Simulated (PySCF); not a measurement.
C5H5Cl, SMILES C#CC/C=C/Cl.

Geometry: B3LYP-D3(BJ)/def2-SVP. The structure was generated by enumeration; whether it is a known compound was not checked. The values are those of a single conformer.

Computed with B3LYP/def2-TZVP run with PySCF.

Isolated molecule, no solvent.

The total energy is -653.74952 hartree, the highest occupied level is -7.17 eV and the lowest empty level is -0.58 eV. The orbital gap is 6.59 eV, the dipole moment comes out as 1.40 D and the quadrupole, principal values (traceless, Buckingham form, about the centre of nuclear charge) is -4.33, -0.28, 4.62 D·Å. The mean static polarisability comes out as 71.3 bohr³ (10.56 Å³) and the polarisability, principal values is 50.6, 58.3, 104.9 bohr³.
